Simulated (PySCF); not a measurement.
How methods differ on the excitation energy of Ga⁺

Ga⁺ [Ar] 3d10 4s2 (1S) → Ga⁺ [Ar] 3d10 4s1 4d1 (3D), as a difference of total energies. Calculation: PySCF 2.14, in x2c-TZVPPall with one added diffuse shell each of s, p, d type (7s6p5d1f, 57 functions); the spin-free X2C one-electron Hamiltonian (Gaussian nucleus). Correlated levels: valence and next inner shell: [Ne] frozen. The calculations carry no spin-orbit coupling.

```tsv
method	excitation energy (eV)	error (eV)
UHF	12.604	-1.512
MP2 (valence and next inner shell)	13.726	-0.390
SCS-MP2 (valence and next inner shell)	13.830	-0.286
CCSD (valence and next inner shell)	13.822	-0.294
CCSD(T) (valence and next inner shell)	13.887	-0.229
```

Reference: 14.116 eV (measured; NIST levels, between the centres of gravity of the two terms).

Errors of the correlated levels include the incompleteness of this basis and the frozen core.
